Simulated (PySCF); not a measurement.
# From computed data to an observable: chemical shift, span and skew from a shielding tensor

C₂H₇NSi, SMILES C1NC[SiH2]1. Atoms are numbered in the order given.

```xyz
11

C     -0.4480     0.1322    -1.1664
N     -1.2544    -0.2811     0.0000
C     -0.4480     0.1322     1.1664
Si     1.0610    -0.0427     0.0000
H     -0.5577    -0.5296    -2.0515
H     -0.5927     1.1924    -1.5002
H     -2.2328     0.0360     0.0000
H     -0.5927     1.1924     1.5002
H     -0.5577    -0.5296     2.0515
H      2.1302     1.0183     0.0000
H      1.7064    -1.4002     0.0000
```

The structure is a stationary point at PBE-D3(BJ)/def2-SVP.

GIAO shieldings from PySCF with PBE0/pcSseg-1, non-relativistic, no solvent. The symmetric part of the tensor of Si4 has the principal values 343.1, 352.4, 424.6 ppm. The same nucleus in TMS has σ = 352.7 ppm at this level (PySCF, at its B3LYP-D3(BJ)/def2-TZVP geometry).

Q: Work out the isotropic shielding, the ²⁹Si shift against TMS, the span and the skew.

A: 
σ(iso) = (σ11 + σ22 + σ33)/3 = 373.4 ppm. δ = σ(ref) − σ(iso) = 352.7 − (373.4) = -20.7 ppm.
Span Ω = σ33 − σ11 = 81.5 ppm. Skew κ = 3(σ(iso) − σ22)/Ω = 0.77. Tumbling in solution averages the tensor to δ; in a static solid the shielding alone would spread this spin-1/2 line over Ω.
